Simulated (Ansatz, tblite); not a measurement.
Isomers of Ga$_{6}$S$_{10}$⁻ (doublet), found by a short tight-binding search and relaxed with PBE-D4/def2-SVP in Ansatz.

The xTB rows come from tblite. Correlated methods freeze 104 core orbitals; core or outer-core shells of Ga are correlated, in sets that lack core-valence functions. Single mean-field runs in def2-TZVP are fitted with def2-universal-jkfit.

Run but left out: PBE-D4/def2-SVP, PBE-D4/def2-TZVP, revPBE-D4/def2-TZVP (D: an occupied level 0.00 to 0.01 eV above an empty one).

D: At r2SCAN-D4/def2-TZVP the gap within one spin of the charge -1 doublet nearly closes, so an electron or hole may be smeared out by delocalisation error.

Other spin states weren't relaxed.

A:

```
atom   x (Å)   y (Å)   z (Å)
 Ga1  -0.653   1.590   0.439
 Ga2   1.244  -0.987  -2.258
 Ga3  -2.250  -0.890   0.218
 Ga4   2.270   0.479   0.716
 Ga5   0.625  -1.732   2.312
 Ga6   1.762   3.182  -1.154
  S7  -2.456  -2.812   1.473
  S8  -1.038   0.443  -2.735
  S9   2.847   0.881  -1.442
 S10   0.103  -0.680   0.073
 S11  -2.684   1.120   1.265
 S12  -0.710   2.428  -1.765
 S13  -2.716  -0.628  -2.087
 S14   1.239   2.434   1.450
 S15   2.945  -1.167   2.050
 S16  -0.526  -3.662   1.445
```

B:

```xyz
16

Ga    4.298    0.022   -0.388
Ga   -4.480    0.409    1.340
Ga    1.416    2.103    1.574
Ga    1.099   -0.675   -1.182
Ga   -1.656    1.204   -0.026
Ga   -1.087   -1.605    1.057
S     3.951    2.037    0.939
S     3.030    0.160    1.667
S     0.944   -2.229    0.556
S    -3.658    2.075   -0.275
S    -2.238   -0.886   -1.555
S    -1.622    0.279    2.135
S     0.418    1.550   -0.822
S    -0.593   -1.448   -2.665
S     3.068   -0.594   -2.241
S    -2.888   -2.402   -0.114
```

C:

Cartesian coordinates in Å:
```
Ga -2.413 0.125 -0.391
Ga 0.170 1.846 0.943
Ga -0.937 1.031 -2.873
Ga -1.345 -0.241 2.569
Ga 2.770 -0.386 -1.324
Ga 1.304 -1.270 1.203
S 2.967 -2.229 0.063
S -1.302 2.259 -0.680
S 0.169 -1.812 3.095
S 2.178 0.929 0.826
S 0.482 -0.816 -2.127
S -0.751 1.904 2.983
S 3.698 0.556 -2.975
S -0.560 -1.475 -0.380
S -3.350 -0.492 1.584
S -3.080 0.070 -2.518
```

D:

```xyz
16

Ga    1.760   -2.969   -0.085
Ga   -1.163    0.214   -0.866
Ga    0.658   -0.669    1.692
Ga   -2.179    3.535   -2.754
Ga    3.589   -1.538    2.743
Ga   -0.870    3.280    0.618
S    -0.478   -2.665    0.854
S     2.399   -0.794    0.160
S     1.417   -1.102    3.717
S     0.643    1.121   -1.979
S    -3.077    1.356   -1.677
S    -1.027    0.901    1.322
S     0.182    3.129   -1.641
S    -1.245   -2.063   -1.064
S     2.570   -4.795   -0.675
S    -3.178    3.060   -0.365
```

Question: Estimate their order by electronic energy at PBE0-D4/def2-TZVP, counted from the lowest.

Answer: C (0.0) < A (217.0) < B (277.2) < D (337.3), in kJ/mol.

Question: Do the other levels pick the same lowest one?

Answer: All that were run do. Energies above each level's lowest (kJ/mol):

```
              level      A      B    C      D
           GFN1-xTB  265.4  328.3  0.0  360.8
           GFN2-xTB  101.3  127.6  0.0  174.8
        HF/def2-SVP  325.4  354.7  0.0  383.3
r2SCAN-D4/def2-TZVP  231.1  289.4  0.0  341.7
   PBE0-D4/def2-SVP  228.2  300.1  0.0  359.2
  PBE0-D4/def2-TZVP  217.0  277.2  0.0  337.3
       MP2/def2-SVP  305.2  356.7  0.0  434.3
```
Point groups (tolerance 0.1 Å): A not assigned, B not assigned, C not assigned, D not assigned. Lower isomers may exist. From def2-SVP to def2-TZVP the PBE0 values move by up to 23.0 kJ/mol, so results in the small set are rough.
